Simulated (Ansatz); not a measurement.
C2H9NSSi can be A, `CN[SiH](C)S`, or B, `NC(S)C[SiH3]`.

Gas-phase electronic energies from Ansatz, PBE0-D4/def2-TZVP geometries. CCSD(T)/CBS is the MP2 limit (def2-TZVPP, def2-QZVPP) plus CCSD(T) − MP2 in def2-TZVPP, frozen cores. Functionals use def2-TZVPP. B3LYP here is the variant with VWN-RPA as its local correlation; programs differ in this. One conformer a species, not always the lowest.

(1) Which is lower in electronic energy at CCSD(T)/CBS, and by how much? (Estimate.)

(2) Give E(B) − E(A) in kcal/mol with CCSD(T)/def2-SVP, B3LYP-D4, PBE-D4, CCSD(T)/def2-TZVPP, ωB97M-V, B2PLYP, LDA (SPW92). (Estimate.)

(3) Does the order hold for the free energy at 298.15 K (harmonic terms from PBE0-D4)? (Best estimate.)

Largest T1 diagnostic: 0.011.

Answers

(1) The calculation gave: A, by 47.7 kcal/mol.

(2) The calculation gave: CCSD(T)/def2-SVP 40.8, B3LYP-D4 48.4, PBE-D4 46.2, CCSD(T)/def2-TZVPP 46.9, ωB97M-V 48.0, B2PLYP 48.8, LDA (SPW92) 44.6. None reverses the order clearly.

(3) Ansatz gave: Yes: G(B) − G(A) = +46.8 kcal/mol, for one conformer each.

From PBE to PBE0 (25 % exact exchange), in def2-TZVPP and without D4, E(B) − E(A) moves by +1.4 kcal/mol. In def2-TZVPP, CCSD(T) changes the Hartree–Fock value by −3.9 kcal/mol (the triples alone add −0.8 kcal/mol) and MP2 by −2.7 kcal/mol.
